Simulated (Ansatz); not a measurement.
Reaction (formal exchange of groups at the Si–B bond): `CB(O)[SiH]1CO1` + `C[SiH3]` → `[SiH3]C[SiH]1CO1` + `CBO`

Calculated with Ansatz (gas phase, PBE0-D4/def2-TZVP geometries, no zero-point term in ΔE). CCSD(T)/CBS adds triple-zeta CCSD(T) − MP2 to the extrapolated MP2 energy (def2 sets, frozen cores). This one scheme is used for every species. Functionals use def2-TZVPP. One conformer a species, not always the lowest.

CCSD(T)/CBS gives -7.5 kcal/mol.

Question: Another level gave -5.8 kcal/mol. Which?
A. r2SCAN/def2-TZVPP
B. CCSD(T)/def2-TZVPP
C. SCS-MP2/def2-TZVPP
D. PBE-D4/def2-TZVPP

Answer: A. r2SCAN -5.8, CCSD(T)/def2-TZVPP -7.2, SCS-MP2/def2-TZVPP -8.6, PBE-D4 -3.7 kcal/mol.

Largest T1 diagnostic among the species: 0.015.

From PBE to PBE0 (25 % exact exchange), in def2-TZVPP and without D4, ΔE moves by −1.9 kcal/mol. In def2-TZVPP, CCSD(T) changes the Hartree–Fock value by +2.4 kcal/mol (the triples alone add +0.5 kcal/mol) and MP2 by +0.9 kcal/mol.
